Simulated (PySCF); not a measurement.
Molecule: `F[C@@]12CCC[C@]1(F)C2`, C₆H₈F₂.

Cartesian coordinates in Å; atom numbers follow the order of the lines, from 1:
```xyz
16

F     1.8387    0.4038   -1.6250
C     0.9539    0.2705   -0.5984
C    -0.1962    1.2515   -0.5868
C    -1.2497    0.5860    0.3126
C    -1.0190   -0.9299    0.2077
C     0.4525   -1.0591   -0.1146
F     0.8398   -2.2444   -0.6621
C     1.4550   -0.2924    0.7023
H     0.0986    2.2343   -0.2183
H    -0.5604    1.3624   -1.6099
H    -1.1107    0.9089    1.3442
H    -2.2598    0.8573    0.0126
H    -1.5883   -1.3624   -0.6172
H    -1.2911   -1.4529    1.1248
H     2.4621   -0.6813    0.6774
H     1.1669    0.1567    1.6391
```

Frames of a GFN2-xTB Langevin trajectory at 200 K; GIAO PBE0/pcSseg-1 shieldings in PySCF 2.14, gas phase, non-relativistic; equivalent atoms averaged within each frame.

Scale: ¹⁹F (170.95 ppm) against CFCl3; TMS for ¹³C (186.93 ppm) and ¹H (31.72 ppm) (reference shieldings calculated alike). The references are static minima.

How do the shifts (ppm) fluctuate along the trajectory?

## Answers


| time (fs) | F1/F7 | C2/C6 | C3/C5 | C8 | C4 | H10/H13 | H9/H14 | H15 | H16 | H11 |
| --- | --- | --- | --- | --- | --- | --- | --- | --- | --- | --- |
| 250 | -228.0 | 88.9 | 32.2 | 21.8 | 13.3 | 1.93 | 1.74 | 1.65 | 0.92 | 0.56 |
| 425 | -221.7 | 89.9 | 40.7 | 14.8 | 20.9 | 2.65 | 2.61 | 1.27 | 0.69 | 0.77 |
| 625 | -228.2 | 85.8 | 38.6 | 19.3 | 20.4 | 2.96 | 2.31 | 2.86 | -0.02 | 1.27 |
| 800 | -222.7 | 90.0 | 32.4 | 17.8 | 19.2 | 2.12 | 1.56 | 1.22 | -0.41 | 1.85 |
| 1000 | -216.1 | 88.7 | 30.6 | 27.1 | 15.0 | 1.75 | 1.85 | 1.67 | 0.60 | 1.40 |
| mean of frames | -223.3 | 88.6 | 34.9 | 20.2 | 17.7 | 2.28 | 2.01 | 1.73 | 0.36 | 1.17 |
| standard deviation | 5.0 | 1.7 | 4.5 | 4.7 | 3.4 | 0.51 | 0.43 | 0.66 | 0.55 | 0.52 |

5 frames give an uncertainty of the mean of about the standard deviation over 2.2 at best, since frames this close in time may not be independent; classical motion lacks zero-point vibration, and the reference would need the same averaging.
